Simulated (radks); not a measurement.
All-electron atom: the platinum ion Pt2.75+ in [Xe] 4f14 5d6.25 6p1 (fractional occupations, a model configuration). Calculated with a radial shooting solver on a logarithmic mesh with Libxc functionals: scalar-relativistic Kohn-Sham, SCAN, spin-unpolarised, spherical densities, finite nucleus; meta-GGA in the generalised Kohn-Sham scheme; Fermi nuclear charge, rms radius 5.427 fm.

X-ray form factor f0, the Fourier transform of the density (f0(0) = 75.25):

| sin(theta)/lambda (1/angstrom) | f0 (electrons) |
|---|---|
| 0.05 | 74.462 |
| 0.1 | 72.311 |
| 0.15 | 69.272 |
| 0.2 | 65.802 |
| 0.25 | 62.205 |
| 0.3 | 58.655 |
| 0.4 | 52.061 |
| 0.5 | 46.381 |
| 0.6 | 41.579 |
| 0.8 | 33.879 |
| 1 | 27.883 |
| 1.25 | 22.301 |
| 1.5 | 18.582 |
| 2 | 14.523 |
